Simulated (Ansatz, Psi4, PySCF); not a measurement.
Species: CH2N (charge 0, doublet). SMILES: [CH2][N]
Coordinates optimised at B3LYP-D3(BJ)/def2-TZVP (Ansatz, a first-principles code):
```xyz
4

C     -0.0120     0.0143    -0.5005
N      0.0177    -0.0210     0.7362
H      0.8654     0.3150    -1.0886
H     -0.9171    -0.2537    -1.0620
```
Charge 0, spin multiplicity 2.

Quantity: enthalpy of formation at 298 K, in kcal/mol. Set-up: open shells spin-unrestricted; 6-31G* and kin with 6d, 5d where marked; non-relativistic; dispersion terms only where a functional's name holds one; no spin-orbit coupling; LANL2DZ all-electron up to Ne. Ab initio and DFT rows: single points at B3LYP-D3(BJ) geometries (Ansatz), with unscaled harmonic terms from B3LYP/6-31G* (Ansatz) at its own minima, enthalpies of formation by atomisation with measured atoms. A UHF reference is markedly spin-contaminated in at least one set, which strains HF and MP2.

```csv
level,program,enthalpy of formation at 298 K (kcal/mol)
HF/6-31G*,Ansatz,169.5
BP86/def2-SVP,PySCF,37.3
BP86/6-31G* (5d),PySCF,39.7
B3LYP/LANL2DZ,Ansatz,77.3
B3LYP/6-31G,Ansatz,70.7
wB97X-D/6-31G*,Psi4,59.1
PBE/def2-TZVPD,Ansatz,41.5
```

No value to compare with is used here. The 6 habitual levels span 37.3 (BP86/def2-SVP) to 169.5 kcal/mol (HF/6-31G*); PBE/def2-TZVPD gives 41.5.

The levels are drawn from those run, B3LYP/6-31G* more often than the rest, none by its result; left out are runs that failed, that the program found above a lower state of the same kind, or whose <S^2> lies over 0.5 above the pure value.
